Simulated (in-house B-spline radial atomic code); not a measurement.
Computed with a B-spline radial atomic code. Model: two electrons, singlet ground state, non-relativistic, full CI in B-splines with partial waves to l = 8 (at full coupling up to 3e-4 hartree above the limit, correlation up to 0.6 % small), density held at that of full coupling by Lieb maximisation.

W(λ) is the mean repulsion in the state of coupling λ less the Hartree energy of the fixed density. Its start is exact exchange, its initial slope is twice the second-order Görling-Levy correlation energy, and its area from 0 to 1 is E_xc. A straight curve means weak, dynamic correlation, and a curve that drops fast and flattens means strong correlation.

Command:
```bash
python run_ac.py task.json out
```
Settings (lengths in bohr, energies in hartree):
```
potential              gauss
strength               4.89
lmax                   8
second                 9.18
```

Time taken, with all properties: 33 s on 1 thread of Intel(R) Xeon(R) Processor @ 2.30GHz, on a shared host.

**W = mean repulsion less Hartree energy, and W of three functionals.**

Given: confinement Gaussian well; well depth 4.89 hartree; well width 9.18 bohr; external potential -V exp(-r^2/w^2).

Computed: LDA exchange minus exact 58.59 millihartree; SCAN exchange minus exact 0.86539 millihartree.

```csv
coupling,W xc (hartree),W xc minus exchange (millihartree),kinetic minus Kohn-Sham (millihartree),LDA (PW92) W minus its exchange (millihartree),PBE W minus its exchange (millihartree),SCAN W minus its exchange (millihartree)
0,-0.40694,0,0,0,0,0
0.02,-0.40894,-1.999,0.02,-9.85,-3.28,-1.88
0.05,-0.41185,-4.911,0.12,-19.41,-7.76,-4.56
0.12,-0.41827,-11.326,0.66,-35.47,-16.88,-10.42
0.25,-0.42891,-21.97,2.62,-56.35,-30.74,-20.11
0.4,-0.43945,-32.506,6.02,-73.92,-43.68,-29.8
0.6,?,?,?,?,?,?
0.8,?,?,?,?,?,?
1,-0.46886,-61.922,25.78,-117.1,-78.73,-58.28
1.4,-0.48151,-74.567,40.83,-134.97,-94.21,-71.47
2,-0.49488,-87.942,63.31,-154.26,-111.35,-86.16
3,-0.50917,-102.23,98.42,-175.85,-130.96,-102.53
4.5,-0.5219,-114.95,145.3,-196.35,-149.89,-117.25
7,-0.53381,-126.87,212.31,-216.92,-169.13,-130.31
10,-0.54202,-135.08,281.05,-231.96,-183.31,-138.34
```

(1) What belongs in the row 0.6?

(2) What belongs in the row 0.8?

(3) What is the PBE exchange minus exact?

**Energy parts, natural occupations and partial-wave weights.**

Computed: total energy -8.3865 hartree; exchange energy -0.40694 hartree; correlation energy -0.036138 hartree; kinetic part over minus potential part 0.41639; Hartree energy 0.81388 hartree; Kohn-Sham kinetic 0.39572 hartree; Lieb Oxford ratio E_xc over LDA exchange 1.2719.

| natural | occupation of the shell (electrons) |
| --- | --- |
| s | 1.927 |
| p | 0.067392 |
| s | 0.0037283 |
| d | ? |
| p | 0.00030487 |
| f | 0.00014234 |

(4) What belongs in the row d?

```csv
wave,weight
s,0.96537
p,?
d,0.00066819
f,7.8287e-05
g,1.6826e-05
```

(5) What belongs in the row p?

(6) What is the kinetic part of the DFT correlation energy?

(7) What is the initial slope twice GL2?

Results:

(1) W xc (hartree): -0.45117; W xc minus exchange (millihartree): -44.225; kinetic minus Kohn-Sham (millihartree): 11.84; LDA (PW92) W minus its exchange (millihartree): -91.73; PBE W minus its exchange (millihartree): -57.66; SCAN W minus its exchange (millihartree): -40.84.

(2) W xc (hartree): -0.46081; W xc minus exchange (millihartree): -53.871; kinetic minus Kohn-Sham (millihartree): 18.56; LDA (PW92) W minus its exchange (millihartree): -105.68; PBE W minus its exchange (millihartree): -69.1; SCAN W minus its exchange (millihartree): -50.21.

(3) 17.318 millihartree.

(4) occupation of the shell (electrons): 0.0012823.

(5) weight: 0.033857.

(6) 0.025784 hartree.

(7) -0.10109 hartree.

Half-way to full coupling W has made 62 % of its drop, against 50 % for a straight line, and second-order (GL2) theory, half the initial slope, overshoots the correlation energy by about 40 %: a marked bend. Over couplings 0 to 1 the errors in E_xc come to about +18 millihartree for LDA, +6.0 millihartree for PBE, +3.5 millihartree for SCAN, so SCAN is nearest. In LDA and PBE the errors of exchange and correlation have opposite signs, so the sum is smaller than the larger of the two.
